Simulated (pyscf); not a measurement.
## •H₂C–CH₂–Cl, doublet

Gas-phase minimum from PySCF at ωB97X-D3(BJ)/def2-SVP, one conformer. Other isomers of •H₂C–CH₂–Cl were not searched in full and may lie lower. 

SMILES: [CH2]CCl
```xyz
7

C      0.5266    -0.4403     0.0676
C      0.1340     0.9274     0.4515
Cl    -1.4495     1.3811    -0.3410
H      1.0404    -0.6168    -0.8815
H      0.1071    -1.3000     0.5974
H      0.8554     1.6857     0.1195
H     -0.0378     1.0332     1.5309
```
Charge 0, spin multiplicity 2.

Bonds (Å): C1–C2 1.474, C1–H4 1.094, C1–H5 1.094, C2–Cl3 1.828, C2–H6 1.098, C2–H7 1.098. Angles (°): C2–C1–H4 120.1, C2–C1–H5 120.1, H4–C1–H5 118.3, C1–C2–Cl3 110.4, C1–C2–H6 112.8, C1–C2–H7 112.8, Cl3–C2–H6 105.5, Cl3–C2–H7 105.5, H6–C2–H7 109.5.

Properties at ωB97X-D3(BJ)/def2-SVP:

- Harmonic wavenumbers, unscaled = 192, 307, 604, 678, 780, 1062, 1110, 1251, 1260, 1446, 1492, 3127, 3177, 3202, 3298 cm⁻¹
- Zero-point energy = 32.9 kcal/mol
- Rotational symmetry number = 1
- Entropy of this conformer at 298 K and 1 atm, rigid rotor and harmonic oscillator, modes under 100 cm⁻¹ raised to 100 = 284.0 J/(mol K)
- Dipole moment = 1.84 D
- Spin expectation value S2 = 0.755

Single-point totals, which compare only within one level (frozen core for MP2 and CC):

| level | total energy (hartree) |
|---|---|
| ωB97X-D3(BJ)/def2-TZVP | -538.84601 |
| PBE/def2-TZVP | -538.49816 |
| r²SCAN/def2-TZVP | -538.72008 |
| B3LYP-D3(BJ)/def2-TZVP | -538.82595 |
| PBE0-D3(BJ)/def2-TZVP | -538.55235 |
| M06-2X/def2-TZVP | -538.73826 |
| ωB97M-D3(BJ)/def2-TZVP | -538.86474 |
| UHF/def2-TZVPP | -537.56006 |
| MP2/def2-TZVPP | -538.06729 |
| CCSD/def2-TZVPP | -538.10974 |
| CCSD(T)/def2-TZVPP | -538.13168 |

Soft torsions are taken as harmonic, which can shift the entropy by several J/(mol K). The CCSD(T) − MP2 part came from Ansatz, without density fitting, on the same reference.
